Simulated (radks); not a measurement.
Valence configurations of Mo II (all share [Kr]). Method: Dirac Kohn-Sham, PBE, spin-unpolarised, spherical densities, point nucleus; open shells are shared between the two j in proportion to 2j + 1; computed with a radial shooting solver on a logarithmic mesh with Libxc functionals. Energies are relative to 4d5; eigenvalues in eV.

4d5: E (eV) 0.000; e(4d3/2) -10.544; e(4d5/2) -10.329
4d4 5s1: E (eV) 1.172; e(4d3/2) -12.908; e(4d5/2) -12.671; e(5s1/2) -10.973
4d3 5s2: E (eV) 3.653; e(4d3/2) -15.538; e(4d5/2) -15.276; e(5s1/2) -12.180
4d2 5s1 5p2: E (eV) 17.909; e(4d3/2) -20.417; e(4d5/2) -20.122; e(5p1/2) -9.623; e(5p3/2) -9.326; e(5s1/2) -14.652
4d3 5p2: E (eV) 13.136; e(4d3/2) -17.648; e(4d5/2) -17.377; e(5p1/2) -8.843; e(5p3/2) -8.585
4d4 5p1: E (eV) 5.484; e(4d3/2) -14.011; e(4d5/2) -13.768; e(5p1/2) -7.479; e(5p3/2) -7.266
4d4.5 5p0.5: E (eV) 2.486; e(4d3/2) -12.248; e(4d5/2) -12.019; e(5p1/2) -6.767; e(5p3/2) -6.575
4d4.5 5s0.5: E (eV) 0.435; e(4d3/2) -11.688; e(4d5/2) -11.461; e(5s1/2) -10.388
4d2 5p3: E (eV) 23.178; e(4d3/2) -21.381; e(4d5/2) -21.082; e(5p1/2) -10.110; e(5p3/2) -9.803
4d2 5s2 5p1: E (eV) 12.725; e(4d3/2) -19.413; e(4d5/2) -19.122; e(5p1/2) -9.102; e(5p3/2) -8.814; e(5s1/2) -14.048

NIST lists [Kr] 4d5 as the ground configuration; this level of theory agrees among the configurations tried. The energies are those of spherical spin-averaged densities, not of single terms.
